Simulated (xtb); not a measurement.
ClPb, charge +1, singlet, from a rough starting geometry (GFN-xTB shapes and energies of metal compounds can be far from the true ones); GFN2-xTB in xtb.

Input for xtb:
```
$ xtb mol.xyz --gfn 2 --chrg 1 --opt vtight --json

# file mol.xyz
2

Pb    -0.67481397    -0.70877432    -0.65082809
Cl     0.62951697     0.71924386     0.63459019
```

Problem. Write the output that xtb gives for this input, abridged.

Solution. 
```
   ID    Z sym.   atoms
    1   82 Pb     1
    2   17 Cl     2

           -------------------------------------------------
          |                Calculation Setup                |
           -------------------------------------------------

           -------------------------------------------------
          |                 G F N 2 - x T B                 |
           -------------------------------------------------

          ...................................................
          :                      SETUP                      :
          :.................................................:
          :  # basis functions                  14          :
          :  # atomic orbitals                  13          :
          :  # shells                            5          :
          :  # electrons                        10          :
          :  max. iterations                   250          :
          :  Hamiltonian                  GFN2-xTB          :
          :  restarted?                      false          :
          :  GBSA solvation                  false          :
          :  PC potential                    false          :
          :  electronic temp.          300.0000000     K    :
          :  accuracy                    1.0000000          :
          :  -> integral cutoff          0.2500000E+02      :
          :  -> integral neglect         0.1000000E-07      :
          :  -> SCF convergence          0.1000000E-05 Eh   :
          :  -> wf. convergence          0.1000000E-03 e    :
          :  Broyden damping             0.4000000          :
          :  net charge                          1          :
          :  unpaired electrons                  0          :
          ...................................................

 iter      E             dE          RMSdq      gap      omega  full diag
   1     -6.4269614 -0.642696E+01  0.121E+01    4.51       0.0  T
   2     -6.4521830 -0.252216E-01  0.834E+00    3.06       1.0  T
   3     -6.4538608 -0.167779E-02  0.465E+00    3.47       1.0  T
   4     -6.4544922 -0.631397E-03  0.113E+00    3.12       1.0  T
   5     -6.4554245 -0.932280E-03  0.444E-01    3.31       1.0  T
   6     -6.4555684 -0.143945E-03  0.133E-01    3.25       1.0  T
   7     -6.4555815 -0.131236E-04  0.661E-02    3.27       1.1  T
   8     -6.4555811  0.478021E-06  0.475E-02    3.26       1.5  T
   9     -6.4555826 -0.155456E-05  0.232E-02    3.27       3.0  T
[...]
         :: total energy              -6.454134709190 Eh    ::
 * total energy  :    -6.4541347 Eh     change        0.3552714E-14 Eh
 * total energy  :    -6.4537217 Eh     change        0.4130464E-03 Eh
 * total energy  :    -6.4546695 Eh     change       -0.9478769E-03 Eh
 * total energy  :    -6.4546814 Eh     change       -0.1182517E-04 Eh
 * total energy  :    -6.4546816 Eh     change       -0.2005370E-06 Eh
 * total energy  :    -6.4546816 Eh     change       -0.7522789E-07 Eh
   *** GEOMETRY OPTIMIZATION CONVERGED AFTER 6 ITERATIONS ***
         :: total energy              -6.454681640706 Eh    ::
[...]
         6                         -0.5251916             -14.2912 (LUMO)
         7                         -0.5251916             -14.2912
         8                         -0.3294044              -8.9635
         9                         -0.1756625              -4.7800
        10                         -0.1756625              -4.7800
        11                         -0.1752976              -4.7701
        12                         -0.1752976              -4.7701
        13                         -0.1621743              -4.4130
      -------------------------------------------------------------
                  HL-Gap            0.1124278 Eh            3.0593 eV
             Fermi-level           -0.5814055 Eh          -15.8208 eV

     #   Z          covCN         q      C6AA      α(0)
     1  82 Pb       0.856     1.076   507.944    49.889
     2  17 Cl       0.856    -0.076   101.479    15.411

 Mol. C6AA /au·bohr⁶  :       1044.165770
 Mol. C8AA /au·bohr⁸  :     119983.265300
 Mol. α(0) /au        :         65.299642

Wiberg/Mayer (AO) data.
largest (>0.10) Wiberg bond orders for each atom

 ---------------------------------------------------------------------------
     #   Z sym  total        # sym  WBO       # sym  WBO       # sym  WBO
 ---------------------------------------------------------------------------
     1  82 Pb   1.557 --     2 Cl   1.557
     2  17 Cl   1.557 --     1 Pb   1.557
 ---------------------------------------------------------------------------

Topologies differ in total number of bonds
Writing topology from bond orders to xtbtopo.mol

molecular dipole:
                 x           y           z       tot (Debye)
 q only:       -1.495      -1.580      -1.447
   full:       -1.548      -1.638      -1.499       6.881
molecular quadrupole (traceless):
                xx          xy          yy          xz          yz          zz
 q only:       -0.015       2.687       0.222       2.473       2.585      -0.207
  q+dip:       -0.075       3.923       0.377       3.588       3.800      -0.303
   full:       -0.023       2.930       0.249       2.694       2.822      -0.225

optimized geometry written to: xtbopt.xyz

           -------------------------------------------------
          | TOTAL ENERGY               -6.454681640706 Eh   |
          | GRADIENT NORM               0.000000399913 Eh/α |
          | HOMO-LUMO GAP               3.059315384557 eV   |
           -------------------------------------------------
```
